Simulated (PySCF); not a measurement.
Calculation: PBE-D3(BJ)/def2-TZVP // r2SCAN-D4/def2-TZVP in PySCF 2.14.0. All species are isolated molecules in the gas phase. One relaxed conformer stands for a flexible species; it need not be the lowest. Excitations are Tamm–Dancoff values on a coarser integration grid. The basis has no diffuse functions, so Rydberg states are missing or too high.

Reference species (SMILES): `O=B/C=B\[H]` (neutral, multiplicity 1).

```json
{
 "LUMO": "-3.39 eV",
 "S1 excitation (TDA)": "3.35 eV"
}
```

Changed species: `B(=C=O)B`.

Q: What does the change do to the LUMO and S1 excitation (TDA)?

A: the LUMO decreases by 1.78 eV, to -5.17 eV; the S1 excitation (TDA) falls by 2.73 eV, to 0.62 eV.
